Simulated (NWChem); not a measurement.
# BiBrF₂; SMILES [F][Bi]([F])[Br]

```xyz
4

Bi     0.2516    -0.6033     0.0000
F     -1.0354    -1.0578     1.4921
F     -1.0354    -1.0578    -1.4921
Br    -0.0641     1.9746     0.0000
```
Atoms are numbered in this order, from 1.

Results from NWChem. Geometry: optimised at PBE0/def2-SVP. No frequency run checked for a minimum. def2 effective core potentials on Bi; no spin-orbit coupling. Ions are spin-unrestricted doublets at the neutral geometry; other ion states weren't tried.

For level CAM-B3LYP/def2-SVP:

```yaml
vertical ionisation energy, ΔSCF (eV): 10.95
"−ε(HOMO) (eV)": 9.80
```

Problem. What are these values for level PBE/def2-SVP?

Solution. 
- vertical ionisation energy, ΔSCF (eV): 10.55
- −ε(HOMO) (eV): 7.19
